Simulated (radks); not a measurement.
Question: Species: Nd+. Configuration: [Xe] 4f4 6s1. Calculated with a radial shooting solver on a logarithmic mesh with Libxc functionals: scalar-relativistic Kohn-Sham, BLYP, spin-unpolarised, spherical densities, point nucleus. Some entries of the table are withheld. Estimate them.

orbital,occ.,eigenvalue (eV),r(max) (bohr),<1/r> (bohr^-1)
1s,2,-43415.13,0.01510,66.06
2s,2,-7026.929,0.08549,15.26
2p,6,-6282.390,0.06891,14.39
3s,2,-1528.714,(1),5.562
3p,6,-1293.965,0.2387,5.256
3d,10,-968.2853,0.1960,4.988
4s,2,-308.4062,0.5650,2.328
4p,6,-231.5341,0.5897,2.144
4d,10,-122.3172,0.6183,1.873
5s,2,-46.2320,1.318,0.8988
5p,6,-27.8196,1.497,0.7561
6s,1,-8.2227,3.522,(2)
4f,4,-7.4659,(3),1.246
5d,0,-7.2337,2.192,0.4488
6p,0,-5.2154,4.468,0.2460

Answer: 
(1) 3s r(max) (bohr): 0.2437
(2) 6s <1/r> (bohr^-1): 0.3146
(3) 4f r(max) (bohr): 0.6625
